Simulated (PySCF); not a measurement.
PbBr2, SMILES [Br][Pb][Br] (connectivity only; charge and spin as stated), neutral, multiplicity 1.

Coordinates come from a r2SCAN-D4/def2-SVP optimisation. The isomer is the one that the SMILES or the coordinates give; other isomers of the formula were not compared. The def2 effective core potentials stand for the cores of Pb; spin–orbit coupling is left out.

The numbers are results of HF/def2-TZVPD in PySCF, not measurements.

Symmetry labels are those of the subgroup C2v that the program uses (full group C2v).

Computed valence orbital energies around the gap with their symmetry:
```tsv
orbital	symmetry	energy (eV)
HOMO−7	B2	-26.19
HOMO−6	A1	-17.56
HOMO−5	B2	-12.12
HOMO−4	A1	-11.57
HOMO−3	B1	-11.34
HOMO−2	A2	-10.93
HOMO−1	B2	-10.72
HOMO	A1	-10.15
LUMO	B1	-0.75
LUMO+1	A1	0.70
LUMO+2	B2	1.05
LUMO+3	A1	1.27
```
